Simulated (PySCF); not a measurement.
A calculated (M06-2X, PySCF 2.14, def2-TZVP, no relativity, point nucleus) atom or ion has these occupied shells.

| shell | electrons | orbital energy (eV) | rms radius, mean of both spins (bohr) |
| --- | --- | --- | --- |
| 1s α | 1 | -6493.8 | 0.0713 |
| 1s β | 1 | -6493.7 | 0.0713 |
| 2s α | 1 | -798.10 | 0.306 |
| 2s β | 1 | -795.36 | 0.306 |
| 2p α | 3 | -690.95 | 0.274 |
| 2p β | 3 | -688.58 | 0.274 |
| 3s α | 1 | -131.84 | 0.917 |
| 3s β | 1 | -126.18 | 0.917 |
| 3p α | 3 | -100.07 | 0.970 |
| 3p β | 3 | -93.102 | 0.970 |
| 3d α | 4 | -48.446 | 1.13 |

(1) Name the element and its charge.

Results:

(1) Mn³⁺ (manganese, charge +3), in [Ar] 3d4, high-spin 5D determinant.
